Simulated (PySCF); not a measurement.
C$_{6}$H$_{15}$Al, charge +1, doublet, geometry from GFN2-xTB (such geometries of metal compounds can be far from the true shape) (a state made from the parent by changing its charge; the spin is typed, not shown lowest); DF-M06L/3-21G in PySCF.

Here is a job for PySCF.
```python
from pyscf import gto, scf, dft

mol = gto.M(
    atom='''
Al    0.19661405   -0.05331826    0.17407201
C     1.68709597    0.39640440   -1.13334327
C     1.26035733    1.27147328   -2.30272829
H     2.11377412   -0.55000735   -1.49237019
H     2.45728312    0.89530478   -0.52521702
H     0.85716418    2.22648330   -1.96818168
H     0.52238559    0.77761513   -2.93259019
H     2.13096368    1.48440644   -2.92774951
C    -1.80620961   -0.02486463   -0.06557341
C    -2.24185758    0.35361927   -1.47983326
H    -2.22899206    0.67950236    0.66572005
H    -2.18556903   -1.02332334    0.19812894
H    -1.85925705   -0.34951850   -2.21908317
H    -1.91414702    1.35746478   -1.74708870
H    -3.33144673    0.33647946   -1.54397194
C     0.97063301   -0.60736383    1.98551462
C    -0.08067415   -1.33021662    2.80574581
H     1.32020900    0.29992069    2.49113207
H     1.84107896   -1.24233522    1.77958258
H    -0.39294165   -2.26153323    2.33450316
H    -0.95957689   -0.70943876    2.98150980
H     0.33701914   -1.58219434    3.78404649
''',
    basis='3-21g',
    charge=1,
    spin=1,
    verbose=4,
)

mf = dft.UKS(mol)
mf.xc = 'm06l'
mf = mf.density_fit(auxbasis='def2-universal-jkfit')
mf.kernel()
```

The log (banner, timings and long lists left out):

```
PySCF version 2.14.0

[INPUT] verbose = 4
[INPUT] num. atoms = 22
[INPUT] num. electrons = 63
[INPUT] charge = 1
[INPUT] spin (= nelec alpha-beta = 2S) = 1
[INPUT] symmetry False subgroup None
[INPUT] Mole.unit = angstrom
[INPUT] Symbol           X                Y                Z      unit          X                Y                Z       unit  Magmom
[INPUT]  1 Al     0.196614050000  -0.053318260000   0.174072010000 AA    0.371546706742  -0.100756908838   0.328948424853 Bohr   0.0
[INPUT]  2 C      1.687095970000   0.396404400000  -1.133343270000 AA    3.188149329157   0.749095750573  -2.141708385419 Bohr   0.0
[INPUT]  3 C      1.260357330000   1.271473280000  -2.302728290000 AA    2.381730172788   2.402736273902  -4.351525807388 Bohr   0.0
[INPUT]  4 H      2.113774120000  -0.550007350000  -1.492370190000 AA    3.994454175994  -1.039363257998  -2.820170935565 Bohr   0.0
[INPUT]  5 H      2.457283120000   0.895304780000  -0.525217020000 AA    4.643592107317   1.691880832214  -0.992516323760 Bohr   0.0
[INPUT]  6 H      0.857164180000   2.226483300000  -1.968181680000 AA    1.619805543987   4.207443657918  -3.719324338586 Bohr   0.0
[INPUT]  7 H      0.522385590000   0.777615130000  -2.932590190000 AA    0.987165696519   1.469479626018  -5.541792294686 Bohr   0.0
[INPUT]  8 H      2.130963680000   1.484406440000  -2.927749510000 AA    4.026937736595   2.805121629141  -5.532644735230 Bohr   0.0
[INPUT]  9 C     -1.806209610000  -0.024864630000  -0.065573410000 AA   -3.413241486457  -0.046987340889  -0.123915785954 Bohr   0.0
[INPUT] 10 C     -2.241857580000   0.353619270000  -1.479833260000 AA   -4.236496836480   0.668243572669  -2.796479571422 Bohr   0.0
[INPUT] 11 H     -2.228992060000   0.679502360000   0.665720050000 AA   -4.212184527230   1.284073361396   1.258028570132 Bohr   0.0
[INPUT] 12 H     -2.185569030000  -1.023323340000   0.198128940000 AA   -4.130126893031  -1.933800849475   0.374409433950 Bohr   0.0
[INPUT] 13 H     -1.859257050000  -0.349518500000  -2.219083170000 AA   -3.513486619667  -0.660494240469  -4.193459438932 Bohr   0.0
[INPUT] 14 H     -1.914147020000   1.357464780000  -1.747088700000 AA   -3.617213629952   2.565236657943  -3.301519158322 Bohr   0.0
[INPUT] 15 H     -3.331446730000   0.336479460000  -1.543971940000 AA   -6.295521918278   0.635854025942  -2.917684110613 Bohr   0.0
[INPUT] 16 C      0.970633010000  -0.607363830000   1.985514620000 AA    1.834230556362  -1.147751296667   3.752078848120 Bohr   0.0
[INPUT] 17 C     -0.080674150000  -1.330216620000   2.805745810000 AA   -0.152452048832  -2.513745098145   5.302091156046 Bohr   0.0
[INPUT] 18 H      1.320209000000   0.299920690000   2.491132070000 AA    2.494833437186   0.566767963191   4.707557352421 Bohr   0.0
[INPUT] 19 H      1.841078960000  -1.242335220000   1.779582580000 AA    3.479135008099  -2.347673320701   3.362923692247 Bohr   0.0
[INPUT] 20 H     -0.392941650000  -2.261533230000   2.334503160000 AA   -0.742552101435  -4.273678426303   4.411571609332 Bohr   0.0
[INPUT] 21 H     -0.959576890000  -0.709438760000   2.981509800000 AA   -1.813337517562  -1.340644958551   5.634236959707 Bohr   0.0
[INPUT] 22 H      0.337019140000  -1.582194340000   3.784046490000 AA    0.636873873336  -2.989913978437   7.150811508722 Bohr   0.0

nuclear repulsion = 353.282689937725
number of shells = 67
number of NR pGTOs = 162
number of NR cGTOs = 97
basis = 3-21g
ecp = {}

******** <class 'pyscf.df.df_jk.DFUKS'> ********
method = DFUKS
initial guess = minao
damping factor = 0
level_shift factor = 0
DIIS = <class 'pyscf.scf.diis.CDIIS'>
diis_start_cycle = 1
diis_space = 8
diis_damp = 0
SCF conv_tol = 1e-09
SCF conv_tol_grad = None
SCF max_cycles = 50
direct_scf = False
number electrons alpha = 32  beta = 31
XC library pyscf.dft.libxc version 7.1.2
    S. Lehtola, C. Steigemann, M. J. T. Oliveira, and M. A. L. Marques,  SoftwareX 7, 1–5 (2018)
XC functionals = m06l
    Y. Zhao and D. G. Truhlar,  J. Chem. Phys. 125, 194101 (2006)
    Y. Zhao and D. G. Truhlar,  J. Chem. Phys. 125, 194101 (2006)
    Y. Zhao and D. G. Truhlar,  Theor. Chem. Acc. 120, 215 (2008)
radial grids:
    Treutler-Ahlrichs [JCP 102, 346 (1995); DOI:10.1063/1.469408] (M4) radial grids

becke partition: Becke, JCP 88, 2547 (1988); DOI:10.1063/1.454033
pruning grids: <function nwchem_prune>
grids dens level: 3
symmetrized grids: False
atomic radii adjust function: <function treutler_atomic_radii_adjust>
small_rho_cutoff = 0
Set gradient conv threshold to 3.16228e-05
tot grids = 251008
init E= -477.014383604632

cycle= 1 E= -477.084850199084  delta_E= -0.0705  |g|= 0.393  |ddm|= 2.75
cycle= 2 E= -476.909549832809  delta_E= 0.175  |g|= 0.582  |ddm|= 1.26
cycle= 3 E= -477.129661859976  delta_E= -0.22  |g|= 0.244  |ddm|= 1.15
cycle= 4 E= -477.168134152228  delta_E= -0.0385  |g|= 0.0507  |ddm|= 0.272
cycle= 5 E= -477.122458842728  delta_E= 0.0457  |g|= 0.195  |ddm|= 0.792
cycle= 6 E= -477.168955907472  delta_E= -0.0465  |g|= 0.0461  |ddm|=  0.8
cycle= 7 E= -477.164771253844  delta_E= 0.00418  |g|= 0.0733  |ddm|= 0.403
cycle= 8 E= -477.170917534428  delta_E= -0.00615  |g|= 0.0168  |ddm|= 0.21
cycle= 9 E= -477.171005765187  delta_E= -8.82e-05  |g|= 0.0137  |ddm|= 0.0116
cycle= 10 E= -477.171145102394  delta_E= -0.000139  |g|= 0.00741  |ddm|= 0.0175
cycle= 11 E= -477.171205588356  delta_E= -6.05e-05  |g|= 0.000494  |ddm|= 0.024
cycle= 12 E= -477.171205059692  delta_E= 5.29e-07  |g|= 0.000843  |ddm|= 0.00336
cycle= 13 E= -477.171205566399  delta_E= -5.07e-07  |g|= 0.000485  |ddm|= 0.00102
cycle= 14 E= -477.171205834571  delta_E= -2.68e-07  |g|= 5.7e-05  |ddm|= 0.00152
cycle= 15 E= -477.171205836749  delta_E= -2.18e-09  |g|= 2.69e-05  |ddm|= 7.17e-05
cycle= 16 E= -477.171205837498  delta_E= -7.49e-10  |g|= 1.28e-05  |ddm|= 0.000146
Extra cycle  E= -477.171205801493  delta_E= 3.6e-08  |g|= 0.000179  |ddm|= 0.000655
SCF not converged.
SCF energy = -477.171205801493 after 50 cycles  <S^2> = 0.75414066  2S+1 = 2.0041364
```

The run did not converge; its last values are not results.
